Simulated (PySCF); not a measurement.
BrClH4N2Si, SMILES N[Si](Br)(N)Cl. Atoms are numbered in the order given.

```xyz
9

N     -1.6859    -1.3231     0.4171
Si    -0.1532    -0.5830     0.3986
N      1.0478    -1.7870     0.3616
Cl    -0.1570     0.6711     2.0488
Br     0.3050     0.7258    -1.3542
H     -1.9296    -1.9832    -0.3132
H     -2.4908    -0.8085     0.7548
H      1.0467    -2.5153     1.0675
H      1.9790    -1.5710     0.0267
```
Charge 0, spin multiplicity 1.

Geometry: PBE0-D3(BJ)/def2-SVP. The structure was generated by enumeration, and PubChem lists no compound with its InChIKey, so it may never have been made. The values are those of a single conformer.

All values below come from PBE/def2-TZVP (PySCF).

ESP charges are fitted to the potential on shells at 1.4 to 2.0 van der Waals radii. Atomic charges (e):

```
atom  ESP fit  Mulliken    IAO
----  -------  --------  -----
N1      -0.77     -0.54  -0.84
Si2      0.37      0.59   1.16
N3      -0.79     -0.54  -0.84
Cl4     -0.13     -0.23  -0.33
Br5     -0.13     -0.23  -0.28
H6       0.37      0.24   0.28
H7       0.35      0.24   0.29
H8       0.38      0.24   0.28
H9       0.35      0.24   0.29
```

### Question
Give the Mayer and Wiberg (Löwdin basis) orders of the bonds. (Estimate from the structure and the level; the computed values follow.)

### Answer

```json
[
 {"bond": "N1–Si2", "Mayer": "1.25", "Wiberg": "1.57"},
 {"bond": "Si2–N3", "Mayer": "1.25", "Wiberg": "1.58"},
 {"bond": "Si2–Cl4", "Mayer": "1.16", "Wiberg": "1.77"},
 {"bond": "Si2–Br5", "Mayer": "1.10", "Wiberg": "1.70"},
 {"bond": "N1–H6", "Mayer": "0.91", "Wiberg": "0.94"},
 {"bond": "N1–H7", "Mayer": "0.91", "Wiberg": "0.94"},
 {"bond": "N3–H8", "Mayer": "0.91", "Wiberg": "0.94"},
 {"bond": "N3–H9", "Mayer": "0.91", "Wiberg": "0.94"}
]
```
